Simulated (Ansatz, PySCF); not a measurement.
Gas-phase reaction in SMILES: CC(F)F [1,1-difluoroethane] → [CH3] (CH3) + F[CH]F (the C-C bond at the site shown breaks; other sites are not compared here)
Structures are relaxed separately at B3LYP-D3(BJ)/def2-TZVP in Ansatz (an electronic-structure program).

Wanted: bond dissociation energy (0 K, with B3LYP-D3(BJ) harmonic zero-point energies from PySCF), in kcal/mol. Cores are frozen in the correlated levels unless marked. UHF or UKS for open shells. No spin-orbit coupling. No relativistic terms. Basis-set limits of correlation are two-point, X^-3; Hartree-Fock from the larger set. [CCSD(T)-MP2]/basis is that difference in the basis named.

```tsv
level	program	bond dissociation energy (kcal/mol)
PBE0/def2-SVP	Ansatz	94.1
BHLYP/def2-TZVPD	Ansatz	87.4
HSE06/def2-TZVPD	Ansatz	?
CAM-B3LYP/def2-TZVPD	Ansatz	?
LC-wPBE-D4/def2-TZVPD	Ansatz + dftd4	91.6
LC-wPBE/def2-TZVPD	Ansatz	90.4
B2PLYP/def2-TZVPD	Ansatz	90.9
SCS-MP2/cc-pVDZ	Ansatz	94.1
CCSD/STO-3G	Ansatz	89.9
CCSD(T) with core electrons/cc-pwCVTZ	Ansatz	?
RI-MP2/CBS(aug-cc-pVTZ,aug-cc-pVQZ)+[CCSD(T)-MP2]/aug-cc-pVTZ	Ansatz	95.9
```

Some entries are withheld; supply them.


- HSE06/def2-TZVPD, bond dissociation energy (kcal/mol): 91.2
- CAM-B3LYP/def2-TZVPD, bond dissociation energy (kcal/mol): 90.7
- CCSD(T) with core electrons/cc-pwCVTZ, bond dissociation energy (kcal/mol): 94.0
